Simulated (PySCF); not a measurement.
# Shapes and spin states of CrOBr

These are results of PySCF, B3LYP, basis Cr def2-SVP, O def2-SVP, Br def2-SVP (no relativity, density fitting), not measurements.

Relaxations began from a few typed shapes and spin states; open shells are unrestricted. The search is not exhaustive: other isomers or separated fragments can lie lower, and high-lying points may rest on an excited occupation.

Which is the lowest minimum found?
A. broken-symmetry Ms = 1/2 (⟨S²⟩ 1.82) C∞v: Cr–Br 2.337 Å, Cr–O 1.569 Å; Br–Cr–O 180.0°
B. quartet C∞v: Cr–Br 2.345 Å, Cr–O 1.597 Å; Br–Cr–O 180.0°
C. broken-symmetry Ms = 1/2 (⟨S²⟩ 1.64) Cs: Cr–Br 2.327 Å, Cr–O 1.546 Å; Br–Cr–O 134.5°
D. quartet Cs: Cr–Br 2.327 Å, Cr–O 1.572 Å; Br–Cr–O 135.9°
E. broken-symmetry Ms = 1/2 (⟨S²⟩ 1.79) Cs: Cr–Br 2.319 Å, Cr–O 1.555 Å; Br–Cr–O 136.2°

D. The others lie at 15.8 (quartet C∞v, a saddle point), 79.7 (broken-symmetry Ms = 1/2 Cs), 86.7 (broken-symmetry Ms = 1/2 Cs), 99.8 (broken-symmetry Ms = 1/2 C∞v, a saddle point) kJ/mol above it.

Formally Cr is in oxidation state +3, d3, with 3 unpaired electrons (the high-spin count). The Mulliken spin on Cr is 3.37. The polar-tensor charge on Cr, 1.16, is far below the formal one.

For the lowest minimum: with open d or f shells other occupations or spin states may lie lower.
